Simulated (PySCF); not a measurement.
Ruthenium: a sound run and one with changed settings

Sound run: Ru [Kr] 4d7 5s1, Ru⁺ [Kr] 4d7. Calculation: PySCF 2.14, in x2c-TZVPall; scalar relativity by spin-free X2C-1e. The sound run starts from symmetry-adapted Hartree-Fock orbitals and uses a fine grid where one is needed.

A second run was set up differently.

```json
{"species": "Ru", "method": "UHF", "sound run (hartree)": "-4527.98760", "changed run (hartree)": "-4527.98736", "converged": "no"}
{"species": "Ru", "method": "LDA", "sound run (hartree)": "-4525.27690", "changed run (hartree)": "-4525.27664", "converged": "no"}
{"species": "Ru", "method": "PBE0", "sound run (hartree)": "-4529.99388", "changed run (hartree)": "-4529.99383", "converged": "no"}
{"species": "Ru⁺", "method": "UHF", "sound run (hartree)": "-4527.75618", "changed run (hartree)": "-4527.75565", "converged": "no"}
{"species": "Ru⁺", "method": "LDA", "sound run (hartree)": "-4524.98191", "changed run (hartree)": "-4524.98185", "converged": "no"}
{"species": "Ru⁺", "method": "PBE0", "sound run (hartree)": "-4529.71973", "changed run (hartree)": "-4529.71940", "converged": "no"}
```

Question: What was changed?
A. radial grid too coarse
B. minimal basis
C. too few SCF iterations
D. angular grid far too coarse

Answer: C. It used initial guess 1e, at most 8 SCF cycles. The SCF was stopped early; the energies are upper bounds that still move, and correlated levels were skipped or rest on poor orbitals.
